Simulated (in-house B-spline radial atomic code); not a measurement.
Whole-atom quantities along the 35-electron series, configuration 1s2 2s2 2p6 3s2 3p6 3d10 4s2 4p1/2(2) 4p3/2(3). Breit and QED terms are first order and not part of the total energy; the density at the nucleus is averaged over the nuclear charge. Computed with a radial B-spline atomic code at the basis-set limit: Dirac-Hartree-Fock, jj configuration that fills j = l - 1/2 first, finite nuclei.

| ion | Z | E/Z² (Eh) | Σ<r²> (bohr²) | n(0)/Z³ (bohr⁻³) | Lamb diamagnetic shielding (ppm) | repulsion over attraction | Breit energy (eV) | self-energy (eV) | vacuum polarisation (eV) |
| --- | --- | --- | --- | --- | --- | --- | --- | --- | --- |
| Br | 35 | -2.1266 | 40.059 | 1.0125 | 3192.78 | 0.16172 | 35.057 | 26.071 | -2.609 |
| Kr+ | 36 | -2.1515 | 31.609 | 1.0352 | 3316.44 | 0.15955 | 38.625 | 28.759 | -2.9293 |
| Rb2+ | 37 | -2.1758 | 26.177 | 1.059 | 3440.05 | 0.15721 | 42.442 | 31.641 | -3.2793 |
| Sr3+ | 38 | ? | ? | ? | ? | ? | ? | ? | ? |
| Zr5+ | 40 | -2.2447 | 17.072 | 1.1363 | 3812.26 | 0.14975 | 55.469 | 41.532 | -4.5283 |
| Nb6+ | 41 | ? | ? | ? | ? | ? | ? | ? | ? |
| Mo7+ | 42 | -2.2875 | 13.662 | 1.1906 | 4062.37 | 0.14474 | 65.561 | 49.256 | -5.549 |
| Tc8+ | 43 | -2.308 | 12.364 | 1.2214 | 4188.18 | 0.14228 | 71.056 | 53.486 | -6.1233 |

Task: Fill in the row of Sr3+.

Result: E/Z² (Eh): -2.1994; Σ<r²> (bohr²): 22.306; n(0)/Z³ (bohr⁻³): 1.0838; Lamb diamagnetic shielding (ppm): 3563.82; repulsion over attraction: 0.15476; Breit energy (eV): 46.515; self-energy (eV): 34.724; vacuum polarisation (eV): -3.6611.

Task: Fill in the row of Nb6+.

Result: E/Z² (Eh): -2.2664; Σ<r²> (bohr²): 15.205; n(0)/Z³ (bohr⁻³): 1.1634; Lamb diamagnetic shielding (ppm): 3937.08; repulsion over attraction: 0.14724; Breit energy (eV): 60.368; self-energy (eV): 45.275; vacuum polarisation (eV): -5.0183.

Task: With what power of Z does the column «Breit energy (eV)» change over this range?

Result: A fit of the logarithm of its size against log Z from Z = 35 to 43 has slope 3.43.
